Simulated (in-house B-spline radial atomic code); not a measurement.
## Ionising the antimony ion Sb⁺ with different functionals

Computed with a B-spline radial code for spherical atoms: scalar-relativistic (spin-free X2C) Hamiltonian, Fermi nucleus of rms radius 4.6802 fm, spin-polarised at highest spin, spherical fractional occupations for the functionals, the average over the highest-spin determinants for Hartree-Fock. The ionisation energy is the difference of two self-consistent energies, [Kr] 4d10 5s2 5p2 → [Kr] 4d10 5s2 5p1, without Breit or QED terms; ε is the level of the shell that loses the electron (its least bound occupied spin orbital). There is no spin-orbit coupling in this Hamiltonian.

Hybrids are left out here: with spherical fractional occupations of an open shell their exact exchange keeps a self-interaction that integer-occupation calculations don't have.

| method | rung | ΔSCF (eV) | -ε(5p) (eV) |
| --- | --- | --- | --- |
| Hartree-Fock | Hartree-Fock | 16.01 | 16.30 |
| LDA VWN5 | LDA | 16.70 | 12.75 |
| LDA PW92 | LDA | 16.69 | 12.74 |
| LDA exchange-only | LDA | 15.74 | 11.86 |
| PBE | GGA | 16.52 | 12.63 |
| PBEsol | GGA | 16.57 | 12.66 |
| BLYP | GGA | 16.34 | 12.37 |
| RPBE | GGA | 16.47 | 12.59 |
| PW91 | GGA | 16.59 | 12.68 |
| BP86 | GGA | 16.66 | 12.73 |
| AM05 | GGA | 16.52 | 12.61 |
| OLYP | GGA | 16.35 | 12.46 |
| TPSS | meta-GGA | 16.54 | 12.68 |
| SCAN | meta-GGA | 16.76 | 12.93 |
| r2SCAN | meta-GGA | 16.77 | 12.94 |
| revTPSS | meta-GGA | 16.56 | 12.71 |

Task: How do they compare with the NIST value?

Result: NIST lists 16.63 eV ± 0.025 (measured, ground level to ground level). Errors run from -0.88 to +0.14 eV; BP86 is closest (+0.03 eV), though others lie within the uncertainty of it, and part of that can be cancellation, since the calculations leave out spin-orbit coupling, Breit-QED terms, multiplet and fine-structure energies. Hartree-Fock also lacks correlation.
